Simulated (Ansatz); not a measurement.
Stepwise reaction of `C[N](C)[Al]([Cl])[Cl]` with hydrogen, as a gas-phase model of exchange steps in deposition or etching. ΔE in kJ/mol; ΔG adds harmonic PBE0-D4 terms to CCSD(T)/CBS, at 1 bar.

Calculated with Ansatz (gas phase, PBE0-D4/def2-TZVP geometries, no zero-point term in ΔE). CCSD(T)/CBS adds triple-zeta CCSD(T) − MP2 to the extrapolated MP2 energy (def2 sets, frozen cores). This one scheme is used for every species. DFT in def2-TZVPP. B3LYP here is the variant with VWN-RPA as its local correlation; programs differ in this. One conformer a species, not always the lowest.

```tsv
step	reaction	PBE-D4	B3LYP-D4	ωB97M-V	CCSD(T)/CBS	ΔG(600 K)
1	`C[N](C)[Al]([Cl])[Cl]` + H₂ → `C[N](C)[AlH][Cl]` + HCl	134.8	138.0	138.4	141.1	127.1
```

**Question.** Give the row of step 2, `C[N](C)[AlH][Cl]` + H₂ → `C[N](C)[AlH2]` + HCl. (Best estimate.)

**Answer.** Ansatz gave: 
```
step                                         reaction  PBE-D4  B3LYP-D4  ωB97M-V  CCSD(T)/CBS  ΔG(600 K)
   2  `C[N](C)[AlH][Cl]` + H₂ → `C[N](C)[AlH2]` + HCl   146.1     148.9    149.9        151.9      145.3
```

**Question.** By hand: ΔE of the 2 steps together at CCSD(T)/CBS.

**Answer.** (141.1) + (151.9) = 293.0 kJ/mol, or 146.5 kJ/mol a step.

In ΔE each step is higher than the one before. All are uphill at CCSD(T)/CBS. ΔG lies between 127.1 and 145.3 kJ/mol a step. PBE-D4 differs from CCSD(T)/CBS by -6.3 to -5.8 kJ/mol a step. Only this route is followed, and other bonds may react first. Isolated molecules leave out the surface, adducts and barriers. Largest T1 diagnostic: 0.012.
